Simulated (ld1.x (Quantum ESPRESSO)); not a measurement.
# B (Z = 5): one change to a TM potential, before and after

ld1.x (Quantum ESPRESSO) 7.5 input, shortened:

```
&input
   title='B', zed=5., rel=0, dft='PBESOL', iswitch=3,
   config='[He] 2s2 2p1 3d-2'
 /
 &inputp
   pseudotype=2, tm=.true., lloc=0,
   nlcc=.false.
 /
3
2P  2  1   1.00   0.00  1.95  1.95  0.0
3D  3  2  -2.00   0.30  1.90  1.90  0.0
2S  1  0   2.00   0.00  1.30  1.30  0.0
 &test
   configts(1)='2s2 2p1'
 /
```

All-electron outer shells of the reference configuration (PBEsol, non-relativistic, ld1.x):

| shell | level (eV) | outermost node (bohr) | outermost maximum (bohr) |
| --- | --- | --- | --- |
| 2s | -9.36 | 0.46 | 1.52 |
| 2p | -3.56 | – | 1.59 |

Change: core correction a·sin(br)/r model core inside 1.06 bohr.

Cutoffs: the cutoffs (Ry, on a coarse ladder) from which the occupation-weighted sum of valence levels, in a spherical-Bessel basis at the reference potential, stays within 10 and 1 mRy of its value at 400 Ry; they do not see the model core or the augmentation charge, which bear on the density cutoff. Errors are all-electron minus pseudo energies relative to the spin-unpolarised reference configuration.

Question: Predict the effect on cutoff, ghosts and configuration errors.

Answer: The potential gets neither clearly harder nor softer (25 Ry and 55 Ry → 25 Ry and 55 Ry); of the 7 tests that both files solve, the error grows in 1 and shrinks in 5 by more than 15 % and 0.3 meV (median size 4.8 → 3.6 meV); neither file shows a bound ghost. A model core, the more so a compact one, raises the density cutoff, which this test does not measure.

```csv
quantity,base,changed
"cutoff, loose",25 Ry,25 Ry
"cutoff, tight",55 Ry,55 Ry
bound ghosts,none,none
"error for 2s2 2p0, meV [ΔE 8.14 eV]",+23,+17
"error for 2s1 2p0, meV [ΔE 33.40 eV]",+98,+64
"error for 2s2 2p0.5, meV [ΔE 2.86 eV]",+2.8,+2.0
"error for 2s1 2p1, meV [ΔE 14.26 eV]",-4.8,-6.1
"error for 2s1 2p2, meV [ΔE 5.81 eV]",+2.5,+0.5
"error for 2s2 2p1.3, meV [ΔE -0.72 eV]",+0.2,+0.1
"error for 2s0 2p3, meV [ΔE 11.64 eV]",+5.6,+3.6
s: phases at 2.14 bohr within 0.05 rad from the reference energy up to (Ry; the scan ends near 5),3.4,3.4
p: phases at 2.14 bohr within 0.05 rad from the reference energy up to (Ry; the scan ends near 5),2.9,2.9
d: phases at 2.14 bohr within 0.05 rad from the reference energy up to (Ry; the scan ends near 5),to the end of the scan,to the end of the scan
```
